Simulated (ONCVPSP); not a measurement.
Plane-wave convergence, ONCV potential for Al

ONCVPSP 4.0.1 input, shortened (lines: element, Z, core and valence counts, functional; n l f; lmax; l rc ep ncon nbas qcut; lloc lpopt rc5 dvloc0; l nproj debl; icmod fcfact rcfact), LDA (Perdew-Wang 92), non-relativistic:

```
  Al 13.00    3    2  -001012      upf
    1    0    2.00
    2    0    2.00
    2    1    6.00
    3    0    2.00
    3    1    1.00
    1
    0    2.05    0.00    3    7    3.00
    1    2.05    0.00    5   10    3.50
    4    5    1.95   -1.00
    0    2    3.40
    1    1    1.00
    2    0.25    0.90
```

Q: For each optimised wave give the share of its norm inside rc, the residual kinetic energy above qcut (Ha) and the cutoffs (Ha) for errors of 10, 1, 0.1 and 0.01 mHa per electron.

A:

```json
{"wave": "3s", "norm inside rc": "0.353", "residual KE": "1.3e-03", "10 mHa": "2.6", "1 mHa": "5.1", "0.1 mHa": "28.9", "0.01 mHa": "48.5"}
{"wave": "s projector 2", "norm inside rc": "0.161", "residual KE": "1.7e-01", "10 mHa": "14.6", "1 mHa": "42.5", "0.1 mHa": "64.0", "0.01 mHa": "not reached"}
{"wave": "3p", "norm inside rc": "0.169", "residual KE": "3.0e-05", "10 mHa": "1.3", "1 mHa": "2.2", "0.1 mHa": "3.8", "0.01 mHa": "12.1"}
```

The occupied waves need 5.1 Ha and 29 Ha for 1 and 0.1 mHa. The cutoffs count occupied waves only; projector 2 of the s channel, the hardest unoccupied one, needs 42 Ha at the loose tolerance. Note: no bound ghost flagged; GHOST(+) flagged for s at 125.6 eV.
